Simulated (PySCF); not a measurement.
## Worked example: oscillator strength and radiative lifetime

Ta(NH)(OH)2(NH2) (H5N2O2Ta), SMILES [NH]=[Ta]([NH2])([OH])[OH], multiplicity 1.

The structure is a stationary point at PBE0-D3(BJ)/def2-SVP. The spin state was assumed, not searched. The structure was generated by enumeration; whether it is a known compound was not checked. The def2 effective core potentials stand for the cores of Ta; spin–orbit coupling is left out. Other conformers were not sampled.

TDA-PBE0/def2-SVPD (PySCF) puts the first singlet state with f over 0.02 at 6.38 eV (vertical), with the transition dipole (0.000, 0.000, 0.551) in atomic units.

### Question
Find the oscillator strength, the wavelength and the radiative lifetime that this transition would have in vacuum if emission retraced absorption.

### Answer

|μ|² = 0.3036 au, so |μ| = 1.40 D. ΔE = 6.38/27.211 = 0.2345 hartree. f = (2/3) ΔE |μ|² = 0.047 (the program prints 0.047).
λ = 1239.84/6.38 = 194 nm; ν = 51458 cm⁻¹.
Einstein's coefficient A = 0.6670 ν² f s⁻¹ (ν in cm⁻¹) = 8.4e7 s⁻¹, so τ = 1/A = 12 ns. This state is S6; the lower singlets have f = 0.000, 0.012, 0.005, 0.000, 0.005. The figure is the radiative limit of this one transition; relaxation, internal conversion, crossing to triplets and a medium change what is measured.
